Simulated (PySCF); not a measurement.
EPR parameters of [C4H5F3S]+

Compound: C4H5F3S (charge +1 and doublet state).
Geometry (GFN2-xTB, Å), atoms numbered from 1 in this order:
```
atom  x, y, z in Å
C1     2.7470    0.0408    0.1547
S2     1.4774   -0.7015   -0.8530
C3     0.0445   -0.0853   -0.1089
C4    -1.1794   -0.4033   -0.5638
C5    -2.4383    0.1396    0.0859
F6    -3.1986   -0.8595    0.5228
F7    -2.1562    0.9293    1.1226
F8    -3.1374    0.8486   -0.7956
H9     2.6568   -0.2999    1.1878
H10    3.7161   -0.2554   -0.2427
H11    2.6608    1.1284    0.1375
H12    0.1650    0.5720    0.7452
H13   -1.3622   -1.0532   -1.4101
```

The hyperfine couplings belong to this conformer and change with its torsions.

Identity: `C[S+]/C=C/C(F)(F)F` [radical] (charge +1).

Theory: UKS B3LYP, pcH-1 on C F H S, non-relativistic, mean-field spin-orbit, GIAO (PySCF). The structure is a single GFN2-xTB conformer in the gas phase; no vibrational or solvent corrections. A GFN2-xTB geometry isn't a minimum of the functional, and hyperfine couplings can be far from their values at a DFT geometry, by a factor of two or more for some ions and for spin on atoms past the first row. Stability of the SCF solution: not tested.

| Item | Value |
| --- | --- |
| g1, g2, g3 | 2.00241, 2.01074, 2.02048 |
| g_iso | 2.01121 |
| Form of g | rhombic: the two nearest values differ by 46 % of g3 − g1 |
| ⟨S²⟩ | 0.7645 (exact 0.7500) |
| α and β electrons | 36, 35 |
| HOMO–LUMO gap, α and β orbitals | 6.40, 4.15 eV |
| Total energy | -852.85381 Eh |

Hyperfine couplings atom by atom, in MHz; T1 to T3 are the principal values of the dipolar part:

```
atom  isotope  a_iso  of which spin–orbit     T1     T2     T3  Mulliken spin population
  C1      13C  -11.9                  0.2   -3.0   -1.8    4.8                     -0.03
  S2      33S   27.3                 -0.1  -66.2  -62.6  128.8                      0.64
  C3      13C  -24.9                  0.4   -3.6   -0.2    3.8                     -0.09
  C4      13C   35.3                 -0.2  -35.7  -35.0   70.8                      0.43
  C5      13C  -16.6                  0.0   -0.7   -0.1    0.8                     -0.02
  F6      19F   18.8                  0.3  -29.6  -28.9   58.5                      0.01
  F7      19F   -1.8                  0.1   -7.8   -5.0   12.9                      0.00
  F8      19F   19.7                  0.3  -30.4  -29.7   60.1                      0.01
  H9       1H   73.9                  0.0   -4.0   -1.7    5.7                      0.03
 H10       1H   -0.8                  0.1   -2.6   -2.3    4.9                      0.00
 H11       1H   68.5                  0.0   -3.9   -1.7    5.6                      0.03
 H12       1H    1.8                  0.1   -4.0    0.2    3.9                      0.00
 H13       1H  -28.3                  0.0  -13.6   -3.4   17.0                     -0.02
```

Largest spin populations (Mulliken): S2 (+0.64), C4 (+0.43) and C3 (-0.09). The positive populations add up to 1.15 and the negative ones to -0.15, together 2S = 1.

Axes: g2 points within 9° of the C4–H13 bond.

Under fast tumbling the dipolar parts average out, and these isotropic splittings remain: 3 × 1H (H9/H10/H11, I = 1/2, 4 lines) with 1.68 mT, 1 × 1H (H13, I = 1/2, 2 lines) with 1.00 mT, 3 × 19F (F6/F7/F8, I = 1/2, 4 lines) with 0.43 mT and 1 × 1H (H12, I = 1/2, 2 lines) with 0.06 mT.

Means are taken over nuclei equivalent by connectivity, which assumes that they swap fast. The three 1H nuclei of mean +47.2 MHz run from -0.8 to 73.9 MHz in the frozen geometry. The three 19F nuclei of mean +12.2 MHz run from -1.8 to 19.7 MHz in the frozen geometry.

The 13C coupling of C4 (35.3 MHz) shows only in satellite lines or after enrichment, since that isotope makes up about 1.07 % of natural carbon.

The 33S coupling of S2 (27.3 MHz) shows only in satellite lines or after enrichment, since that isotope makes up about 0.76 % of natural sulfur.

Time: 74 s (with the writing of density and orbital grids); peak memory 0.97 GiB. Hardware: one thread, Arm Neoverse V2 (aarch64), on a shared host.
